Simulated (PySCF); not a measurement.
ClH₂Si, charge +1, multiplicity 1. Atoms are numbered in the order given.

```xyz
4

Si     0.0000     0.0000    -0.9684
Cl     0.0000     0.0000     0.9933
H      0.0000    -1.3083    -1.6645
H      0.0000     1.3083    -1.6645
```
Charge +1, spin multiplicity 1.

The structure is a stationary point at PBE-D3(BJ)/def2-TZVP. The multiplicity is an assumed one; other spin states were not compared. The isomer is the one that the SMILES or the coordinates give; other isomers of the formula were not compared.

These are B3LYP/def2-TZVPD (PySCF) values and carry that method's errors.

Mulliken values depend strongly on the basis, most of all with diffuse functions as here. ESP charges are fitted to the potential on shells at 1.4 to 2.0 van der Waals radii. Atomic charges (e):

| atom | ESP fit | IAO | Mulliken |
|---|---|---|---|
| Si1 | 0.72 | 1.08 | 0.73 |
| Cl2 | 0.15 | -0.04 | 0.07 |
| H3 | 0.07 | -0.02 | 0.10 |
| H4 | 0.07 | -0.02 | 0.10 |
